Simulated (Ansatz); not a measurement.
Two isomers of C2H6GeO2: A = `C[O][Ge][O]C`, B = `[CH3][GeH2][C](=O)O`.

Program: Ansatz. Geometries: PBE0-D4/def2-TZVP. ΔE: electronic, gas phase. CCSD(T)/CBS adds triple-zeta CCSD(T) − MP2 to the extrapolated MP2 energy (def2 sets, frozen cores). Functionals use def2-TZVPP. B3LYP here is the variant with VWN-RPA as its local correlation; programs differ in this. For Ge outer-core shells are correlated without core-valence functions, which leaves a few kJ/mol of doubt a bond. Scalar relativity is left out up to krypton. Each species was taken in one conformer, which may not be the lowest.

(1) Which is lower in electronic energy at CCSD(T)/CBS, and by how much? (Best estimate.)

(2) Give E(B) − E(A) in kJ/mol with CCSD/def2-TZVPP, PBE-D4, B3LYP, r2SCAN-D4, CCSD(T)/def2-TZVPP, B3LYP-D4, PBE0-D4. (Best estimate.)

Largest T1 diagnostic: 0.015.

Answers

(1) The calculation gave: A, by 36.1 kJ/mol.

(2) The calculation gave: CCSD/def2-TZVPP 23.8, PBE-D4 27.1, B3LYP 45.9, r2SCAN-D4 21.6, CCSD(T)/def2-TZVPP 20.8, B3LYP-D4 47.1, PBE0-D4 22.7. None reverses the order clearly.

From PBE to PBE0 (25 % exact exchange), in def2-TZVPP and without D4, E(B) − E(A) moves by −4.3 kJ/mol. In def2-TZVPP, CCSD(T) changes the Hartree–Fock value by −10.8 kJ/mol (the triples alone add −3.0 kJ/mol) and MP2 by −12.1 kJ/mol.
